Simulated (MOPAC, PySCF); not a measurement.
H$_{3}$Al, SMILES `[AlH3]`, neutral singlet in the gas phase. 

Cartesian coordinates (Å):
```xyz
4

Al     0.0001     0.0000    -0.0005
H      1.5824    -0.1045     0.0029
H     -0.8817    -1.3180    -0.0014
H     -0.7007     1.4225    -0.0010
```
Charge 0, spin multiplicity 1.

All levels are single points at this geometry (PBE0-D4/def2-TZVP); Pople sets use spherical d functions. Orbital energies aren't observables, and empty levels follow the basis.

```
level                            HOMO (eV)  LUMO (eV)  gap (eV)  dipole (D)  vertical IE, Delta-SCF (eV)
-------------------------------  ---------  ---------  --------  ----------  ---------------------------
B3LYP-D3(BJ)/def2-TZVP in PySCF      -8.40      -1.98      6.42        0.00                            –
PBE-D3(BJ)/def2-TZVP in PySCF        -7.30      -2.53      4.77        0.00                            –
PBE0-D4/def2-TZVP in PySCF           -8.58      -1.75      6.83        0.00                            –
B3LYP/3-21G in PySCF                 -8.39      -2.03      6.36        0.00                            –
B3LYP/6-311+G** in PySCF             -8.40      -2.01      6.38        0.00                            –
B3LYP/LANL2DZ in PySCF               -8.42      -2.00      6.42        0.00                            –
M06-2X/6-31G* in PySCF               -9.68      -1.19      8.49        0.00                            –
HF/6-31G* in PySCF                  -11.70       0.91     12.61        0.00                        10.73
HF/STO-3G in PySCF                   -9.15       8.83     17.98        0.00                            –
AM1 in MOPAC                        -11.03      -1.23      9.80        0.00                            –
PM3 in MOPAC                        -11.44      -2.27      9.18        0.00                            –
PM6 in MOPAC                        -11.64       0.57     12.21        0.00                            –
PM7 in MOPAC                        -12.11      -2.21      9.90        0.01                            –
```
